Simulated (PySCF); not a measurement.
Vertical excitations of a molecule Cl₃H₄NSi₂ from TDDFT-B3LYP/def2-SVPD (PySCF 2.14.0), as energy in eV (oscillator strength): 6.32 (0.006), 6.79 (0.000), 7.19 (0.004), 7.21 (0.004), 7.58 (0.029), 7.59 (0.020), 7.64 (0.014), 7.82 (0.006), 7.85 (0.012), 7.93 (0.101). Lowest triplet (TDA): 6.01 eV. Coordinates come from a PBE0-D3(BJ)/def2-SVP optimisation. The values are those of a single conformer.

Problem. Pick the molecule that these values belong to.
A) Cl[SiH2]N[SiH](Cl)Cl
B) N[SiH2][Si](Cl)(Cl)Cl
C) [SiH3]N[Si](Cl)(Cl)Cl

Solution. C, [SiH3]N[Si](Cl)(Cl)Cl
